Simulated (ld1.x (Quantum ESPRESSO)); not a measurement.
**Br, RRKJ: configuration errors across variants**

bromine (Br), norm-conserving RRKJ (Kleinman–Bylander form), made with ld1.x (Quantum ESPRESSO) 7.5 (BLYP, scalar-relativistic). Core [Ar], reference 3d10 4s2 4p5. Waves: 4s (bound): rc 1.30 bohr; 4p (bound): rc 1.65 bohr; 3d (bound): rc 1.00 bohr. Local part: all-electron potential smoothed inside 1.60 bohr (lloc = -1). Core correction: Bessel-smoothed model core inside 0.50 bohr. rho0 = 0.005.

All-electron excitation energies from the reference (eV): (1) 3d10 4s2 4p4 12.400; (2) 3d10 4s2 4p3 35.017; (3) 3d10 4s2 4p2 68.896; (4) 3d10 4s2 4p1 114.895; (5) 3d10 4s1 4p5 25.448; (6) 3d10 4s2 4p4.5 4.998; (7) 3d9 4s2 4p5 78.326.

Tests that are not counted but printed errors over 1 eV. “local potential all-electron potential smoothed inside 0.76 bohr (lloc = -1)”: all (the test run did not reproduce the reference configuration, from which every error is measured).

3 further variants failed, have other tests or another functional or relativity, and are left out.

A true bound ghost makes a file unfit for plane-wave use even where its test errors are small: the radial tests pick states by their node count and pass the ghost by. Where a test does run into it, the solver fails or the error is huge.

Errors AE − PS in meV (a dash: test not solved or not reliable):

```csv
change,(1),(2),(3),(4),(5),(6),(7),bound ghosts
base,+0.6,+10.0,+36,+88,-0.1,-0.5,-591,none
"all radii but the core radius scaled by about 0.94 (s 1.22, p 1.54, d 0.94 bohr); local potential all-electron potential smoothed inside 1.50 bohr (lloc = -1)",+0.9,+12,+41,+93,+1.9,-0.4,-539,none
core correction Bessel-smoothed model core inside 1.06 bohr,+0.6,+10,+37,+88,0.0,-0.5,-560,none
wave 4p (bound): rc 1.65 bohr becomes 4p (bound): rc 1.46 bohr,+0.8,+10,+34,+72,+3.9,-0.4,-494,none
local potential all-electron potential smoothed inside 0.76 bohr (lloc = -1),–,–,–,–,–,–,–,"s, p"
```

(1) Give the same row for: local potential the p channel.

## Answers

(1) -0.8, +1.2, +5.3, +6.0, +0.4, -0.7, -844; bound ghosts: s.
